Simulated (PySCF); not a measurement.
Compound: TcO3F (singlet state).
SMILES: `[O]=[Tc](=[O])(=[O])[F]`

The closed-shell ground state was solved at several levels (PySCF, density fitting, gas phase). Geometry: PBE0-D3(BJ)/def2-SVP; no solvent, vibrations or thermal averaging. Atoms past krypton carry effective core potentials; spin–orbit coupling is left out.

```
                             level  basis functions  total energy (Eh)  HOMO (eV)  LUMO (eV)  gap (eV)  dipole (D)
                 wB97X-D/def2-SVPD              126          -406.0527     -12.40      -2.44      9.96        0.47
wB97X-D/pcSseg-1 (def2-TZVP on Tc)              108          -406.2878     -12.37      -2.38      9.99        0.50
```

(1) What might PBE0/pcSseg-1 (def2-TZVP on Tc) (108 basis functions) give for the same quantities?

(2) Over all these levels, which gives the widest orbital gap and which the narrowest?

(3) How far do the dipole and the HOMO energy spread over the levels?

Results:

(1) Total energy -406.0440 Eh, HOMO -10.42 eV, LUMO -4.10 eV, gap 6.32 eV, dipole 0.52 D.

(2) wB97X-D/pcSseg-1 (def2-TZVP on Tc) (range-separated hybrid) has the widest, 9.99 eV, and PBE0/pcSseg-1 (def2-TZVP on Tc) (global hybrid, 25 % exact exchange) the narrowest, 6.32 eV. The two share the basis. From the narrowest to the widest the HOMO moves by -1.95 eV and the LUMO by +1.72 eV.

(3) The dipole runs from 0.47 to 0.52 D (mean 0.50 D) and the HOMO from -12.40 to -10.42 eV.

wB97X-D is run here without its empirical dispersion term; that term would change no orbital, density or response property at a fixed geometry.
